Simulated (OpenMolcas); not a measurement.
A calculation on Sn2+.

```json
{
 "Program": "OpenMolcas 26.06",
 "Method": "SS-RASPT2, IPEA 0.25 Eh, imaginary shift 0.1 Eh (closed shells correlated: 4d)",
 "Basis": "ANO-RCC-VQZP [8s7p5d3f2g]",
 "Scalar Hamiltonian": "DKH2, point nucleus",
 "Active space": "2 electrons in 9 orbitals (RAS2 5s 5p; RAS3 5d, at most 2 electrons)",
 "State averaging": "2S+1 = 3 even, 3 roots; 2S+1 = 1 even, 7 roots; 2S+1 = 3 odd, 3 roots; 2S+1 = 1 odd, 3 roots",
 "Spin-orbit coupling": "RASSI with atomic mean-field integrals over the reference wave functions, term energies averaged over their components"
}
```

(1) Which level of the active space comes out lowest?

(2) How high does 5s 5p 1P* 1 lie?

(3) How high does 5s 5p 3P* 2 lie?

(4) How high does 5p2 3P0 lie?

(5) The level at 128080 cm-1 has J = 2. What is it made of, and what is its g factor?

Measured values: Moore, Atomic Energy Levels, vol. III, NSRDS-NBS 35 (1971 reprint of NBS Circular 467, 1958).

## Answers

(1) 5s2 1S0, with 100 % of that term; it is also the measured ground level.

(2) 78590 cm-1 above the lowest level; measured 79911 cm-1 above the ground level, so the calculation is off by -2 %.

(3) 58500 cm-1 above the lowest level; measured 59229 cm-1 above the ground level, so the calculation is off by -1 %.

(4) 128000 cm-1 above the lowest level; measured 127308 cm-1 above the ground level, so the calculation is off by +1 %.

(5) 90 % 5p2 1D2, 10 % 5p2 3P; g = 1.048, against 1.000 from Landé's formula for the pure leading term.

CASPT2 breaks the degeneracy within a term, and the mean is taken; among the terms shown or strongly mixed into the levels shown the widest spread is 32 cm-1 (5p2 1D). Configurations are named by rounded mean occupations; where the s occupation lies near a half they are strongly mixed, a name can repeat and a true partner stay unpaired. Some terms take much of their weight from 5d, a shell meant for correlation, so their names are nominal. Some terms mix strongly with configurations of 5d, whose occupation reaches 0.38 (5p2 1D). Computed and measured levels are paired by configuration, term and J; levels that our copy of the source lacks, or whose pairing is in doubt (as where it misses far off the trend of its configuration), stay unpaired and out of the deviations. Levels of configurations outside the active space are missing.

* marks odd parity.
